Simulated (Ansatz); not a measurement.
Cost against result

Saddle point of SiNH₇SO, singlet (SiNH₅O ([NH2][SiH2][OH]) + H₂S → SiNH₅S ([NH2][SiH2][SH]) + H₂O; bonds formed: Si1–S7, O2–H6; bonds broken: Si1–O2, H6–S7), PBE0-D4/def2-TZVP structure:

```csv
atom,x (Å),y (Å),z (Å)
Si1,-0.3087,-0.2840,-0.3417
O2,0.6662,0.7507,0.8316
H3,0.1665,-0.5318,-1.7219
H4,-1.7300,-0.2326,0.0562
N5,0.3648,-1.7330,0.3765
H6,0.6308,1.6318,0.2699
S7,-0.5165,2.0912,-1.1862
H8,1.5328,0.3674,1.0296
H9,0.6187,-2.4827,-0.2465
H10,0.0180,-2.1038,1.2482
H11,-1.4425,2.5268,-0.3158
```

Barriers are electronic and count from the start structure reached by relaxing down the imaginary mode.

Computed with Ansatz 0.2.0 (basis: as named in each row); correlated methods freeze the cores. B3LYP uses VWN-RPA correlation. Extrapolation: Hartree–Fock as exp(−7.88 √X), correlation as X^−2.97.

Times are rough, for one single point on 4 threads of a shared host (Intel Xeon Platinum 8259CL).

The estimate by CCSD(T) at an estimated basis limit (MP2 extrapolated from triple and quadruple zeta, plus CCSD(T) − MP2 in triple zeta) is 1.449 eV.

| method | basis | time (s) | barrier (eV) | method less estimate |
| --- | --- | --- | --- | --- |
| HF | STO-3G | under 1 | 2.142 | 0.692 |
| PBE-D4 | STO-3G | under 1 | 0.552 | -0.897 |
| SPW92 | def2-SVP | under 1 | 0.655 | -0.795 |
| PBE-D4 | def2-SVP | under 1 | 0.988 | -0.461 |
| B3LYP-D4 | 6-31G | under 1 | 0.917 | -0.532 |
| PBE0-D4 | def2-SVP | 1 | 1.126 | -0.324 |
| SPW92 | def2-TZVPP | 1 | 0.810 | -0.640 |
| PBE-D4 | def2-TZVPP | 2 | 1.120 | -0.330 |
| BLYP-D4 | def2-TZVPP | 2 | 1.363 | -0.086 |
| BHLYP-D4 | def2-TZVPP | 2 | 1.601 | 0.151 |
| B3LYP-D4 | def2-TZVPP | 3 | 1.451 | 0.002 |
| CCSD(T) | def2-SVP | 3 | 1.593 | 0.144 |
| PBE0-D4 | def2-TZVPP | 3 | 1.248 | -0.202 |
| CAM-B3LYP-D4 | def2-TZVPP | 3 | 1.515 | 0.065 |
| r2SCAN-D4 | def2-TZVPP | 3 | 1.271 | -0.179 |
| wB97M-V | def2-SVP | 4 | 1.234 | -0.215 |
| r2SCAN0-D4 | def2-TZVPP | 4 | 1.341 | -0.108 |
| RPA on PBE | def2-TZVPP | 4 | 1.541 | 0.091 |
| B2PLYP | def2-TZVPP | 5 | 1.528 | 0.079 |
| PBE-QIDH | def2-TZVPP | 5 | 1.376 | -0.074 |
| B97M-V | def2-TZVPP | 6 | 1.435 | -0.014 |
| wB97X-V | def2-TZVPP | 6 | 1.457 | 0.008 |
| wB97M-V | def2-TZVPP | 6 | 1.381 | -0.068 |
| MP2 | def2-QZVPP | 17 | 1.406 | -0.043 |
| CCSD(T) | def2-TZVPP | 62 | 1.498 | 0.049 |

All methods are single points on the PBE0-D4 structures.

T1 diagnostic: at most 0.012.

Labels in which every atom is bracketed show which atoms are joined, not bond orders.
